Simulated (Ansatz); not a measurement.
Ansatz (a first-principles code) input for NbOBr, SMILES [O]=[Nb][Br] (connectivity only; charge and spin as stated), neutral, multiplicity 3, PBE/def2-TZVPD. Coordinates come from a B3LYP-D3(BJ)/def2-TZVP optimisation. The multiplicity is an assumed one; other spin states were not compared. The def2 effective core potentials stand for the cores of Nb; spin–orbit coupling is left out.

Ansatz 0.2 input:
```yaml
crystal:
  periodic: [false, false, false]
  atoms:
    - {symbol: Nb, position_ang: [0.29637575, 0.92860648, 0.00000000]}
    - {symbol: O, position_ang: [-1.08747155, 1.90100816, 0.00000000]}
    - {symbol: Br, position_ang: [-0.09861810, -1.52231231, 0.00000000]}
basis:
  gaussian:
    orbitals: def2-TZVPD
hamiltonian:
  xc: {name: PBE}
magnetization: {spin_polarized: true, initial_magnetization: 2}
```

Program output:

```
WARN ansatz: RAYON_NUM_THREADS=1 ignored (pool sized by the plan → 1); use --threads N
Functional definition: PBE
integrals: 0.06 GiB planned
922 factors; their error is unknown
mean field: 0.53 GiB planned
mean field evaluation 1: about -73624.1139 eV, gradient 5.4e1 eV
mean field evaluation 2: about -73434.0904 eV, gradient 1.6e2 eV
mean field evaluation 4: about -73625.9824 eV, gradient 4.0e1 eV
mean field evaluation 8: about -73634.6589 eV, gradient 1.0e0 eV
mean field evaluation 16: about -73634.6579 eV, gradient 1.3e-3 eV
mean field evaluation 32: about -73634.1924 eV, gradient 1.5e-1 eV
mean field evaluation 64: about -73634.2382 eV, gradient 6.9e-1 eV
mean field -73634.65794911 eV, -2706.0237682662 hartree, gradient 7.7e-6 eV, S^2 2.013256; 7 other end points of the search recorded, 0 dependent functions left out
reference -73634.65800377 eV, -2706.0237702746 hartree; 29, 27 occupied and 108, 110 virtual orbitals, 922 factors
Total energy: -73634.65800377 eV, -2706.0237702746 hartree
```

The calculation finished and met its thresholds.
